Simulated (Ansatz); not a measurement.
Relaxation of BFGeH$_{4}$O (8 atoms, charge 0, multiplicity 1), to a largest force component of 0.02 eV/Å in at most 50 steps.

All numbers below come from RKS PBE-D4/def2-SVP (Ansatz 0.2.0).

```xyz
8
Properties=species:S:1:pos:R:3
O 1.614 1.132 -0.003
B 0.917 -0.132 0.080
F 1.689 -1.329 0.102
Ge -1.017 -0.245 0.173
H 0.398 0.845 -0.302
H -1.597 0.526 1.425
H -1.680 0.375 -1.096
H -1.472 -1.727 0.269
```

Problem. Where does it end, and by what steps?

Solution. The forces met the threshold. The force dipped under the threshold on the way, but the program's further checks kept it going. After 19 steps the energy has fallen by 3.346 eV; H5 moved furthest, 1.06 Å. The start is strongly strained (largest force component 9 eV/Å), so its close contacts needn't be bonds. Parted: B2–H5, Ge4–H5. Joined: O1–H5.

```json
{"step": "0", "energy less start (eV)": "0.0000", "largest force component (eV/Å)": "8.661", "accepted": "yes"}
{"step": "1", "energy less start (eV)": "-1.2065", "largest force component (eV/Å)": "3.984", "accepted": "yes"}
{"step": "2", "energy less start (eV)": "-2.2445", "largest force component (eV/Å)": "3.000", "accepted": "yes"}
{"step": "3", "energy less start (eV)": "-2.7733", "largest force component (eV/Å)": "1.482", "accepted": "yes"}
{"step": "4", "energy less start (eV)": "-3.1054", "largest force component (eV/Å)": "1.258", "accepted": "yes"}
{"step": "5", "energy less start (eV)": "-3.2167", "largest force component (eV/Å)": "1.660", "accepted": "yes"}
{"step": "6", "energy less start (eV)": "-3.3133", "largest force component (eV/Å)": "0.602", "accepted": "yes"}
{"step": "7", "energy less start (eV)": "-3.2187", "largest force component (eV/Å)": "0.917", "accepted": "no"}
{"step": "8", "energy less start (eV)": "-3.3330", "largest force component (eV/Å)": "0.112", "accepted": "yes"}
{"step": "9", "energy less start (eV)": "-3.3362", "largest force component (eV/Å)": "0.038", "accepted": "yes"}
{"step": "10", "energy less start (eV)": "-3.3374", "largest force component (eV/Å)": "0.215", "accepted": "yes"}
{"step": "11", "energy less start (eV)": "-3.3377", "largest force component (eV/Å)": "0.292", "accepted": "yes"}
{"step": "12", "energy less start (eV)": "-3.3406", "largest force component (eV/Å)": "0.238", "accepted": "yes"}
{"step": "13", "energy less start (eV)": "-3.3429", "largest force component (eV/Å)": "0.020", "accepted": "yes"}
{"step": "14", "energy less start (eV)": "-3.3438", "largest force component (eV/Å)": "0.137", "accepted": "yes"}
{"step": "15", "energy less start (eV)": "-3.3443", "largest force component (eV/Å)": "0.099", "accepted": "yes"}
{"step": "16", "energy less start (eV)": "-3.3450", "largest force component (eV/Å)": "0.055", "accepted": "yes"}
{"step": "17", "energy less start (eV)": "-3.3454", "largest force component (eV/Å)": "0.078", "accepted": "yes"}
{"step": "18", "energy less start (eV)": "-3.3456", "largest force component (eV/Å)": "0.063", "accepted": "yes"}
{"step": "19", "energy less start (eV)": "-3.3457", "largest force component (eV/Å)": "0.017", "accepted": "yes"}
```

```xyz
8
Properties=species:S:1:pos:R:3
O 1.586 0.794 -0.504
B 0.922 -0.153 0.205
F 1.677 -1.001 0.914
Ge -1.157 -0.355 0.250
H 0.985 1.380 -0.997
H -1.715 -0.187 1.689
H -1.841 0.718 -0.648
H -1.605 -1.751 -0.261
```

The run took 35 s on 2 threads of Arm Neoverse V1, on a shared host, peak memory 0.15 GiB.
